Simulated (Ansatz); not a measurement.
Basis sets compared for Pd₄H₇. Charge 0, multiplicity 2. Geometry PBE0-D4/def2-SVP. Ansatz on 4 threads of Arm Neoverse V1 on a shared host; times are rough, and most runs start from earlier orbitals.

Cartesian coordinates in Å:
```
Pd -2.5410 1.2430 -1.3642
Pd -1.2161 -0.7830 0.0235
Pd -0.2868 1.7383 0.0667
Pd 1.4028 -0.5108 0.2620
H -1.8109 2.3550 -0.3804
H 3.0757 -0.7517 0.7716
H -1.4038 -2.4357 0.3395
H 3.1408 -0.4645 -0.0119
H 1.2391 1.1219 0.6457
H -0.9288 0.6830 -1.1133
H -0.6710 -2.1957 0.7609
```

In the def2 sets Pd takes a core potential; there is no spin–orbit coupling. In the doublet, H6 and H8 lie 0.84 Å apart, H7 and H11 lie 0.88 Å apart (atoms count from 1), so H2 has formed as a molecule. No other spin state of charge 0 was run. Another isomer (doublet) lies 0.24 eV lower at PBE0-D4/def2-TZVP; other spin states weren't run for this one.

Binding counts from free atoms (Pd singlet, H doublet) in the same basis, without a counterpoise term.

| level | functions | energy (Eh) | HOMO (eV) | LUMO (eV) | binding per atom (eV) | wall time |
| --- | --- | --- | --- | --- | --- | --- |
| PBE-D4/def2-SVP | 159 | -515.8305 | -4.60 | -4.17 | 2.35 | 6.5 s |
| PBE0-D4/def2-SVP | 159 | -515.6791 | -5.51 | -3.12 | 2.17 | 9 s |

(1) Estimate the rows for PBE-D4/def2-TZVP (with forces), PBE0-D4/def2-TZVP.

## Answers

(1) 
| level | functions | energy (Eh) | HOMO (eV) | LUMO (eV) | binding per atom (eV) | wall time |
| --- | --- | --- | --- | --- | --- | --- |
| PBE-D4/def2-TZVP (with forces) | 202 | -515.9737 | -4.62 | -4.18 | 2.36 | 8 s |
| PBE0-D4/def2-TZVP | 202 | -515.8158 | -5.52 | -3.12 | 2.18 | 14 s |
